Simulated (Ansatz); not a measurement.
C4H3F5 can be A, `FC1CC(F)(F)C1(F)F`, or B, `FC1C(F)(F)CC1(F)F`.

Isolated molecules relaxed with PBE0-D4/def2-TZVP in Ansatz; ΔE leaves out vibrations. CBS: MP2 limit from def2 TZ/QZ plus the TZ coupled-cluster correction, frozen cores. Functionals use def2-TZVPP. B3LYP here is the variant with VWN-RPA as its local correlation; programs differ in this.

Q: Which isomer does CCSD(T)/CBS put lower? Give the gap. (Estimate.)

A: Computed: B, by 6.4 kJ/mol.

Q: Give E(B) − E(A) in kJ/mol with CCSD/def2-TZVPP, B3LYP, MP2/def2-TZVPP, LDA (SPW92), HF/def2-TZVPP, CCSD(T)/def2-SVP, B3LYP-D4. (An estimate is asked.)

A: The calculation gave: CCSD/def2-TZVPP -6.8, B3LYP -7.3, MP2/def2-TZVPP -6.7, LDA (SPW92) -6.9, HF/def2-TZVPP -7.7, CCSD(T)/def2-SVP -5.2, B3LYP-D4 -7.1. None reverses the order clearly.

Q: Does the order hold for the free energy at 298.15 K (harmonic terms from PBE0-D4)? (An estimate is asked.)

A: Ansatz gave: Yes: G(B) − G(A) = -7.2 kJ/mol.

Largest T1 diagnostic: 0.012.

Leaving LDA and LC-ωPBE aside and taking each functional with its dispersion term where it has one, the values, not all of them listed here, spread over 1.2 kJ/mol, from BHLYP-D4 to r2SCAN-D4.
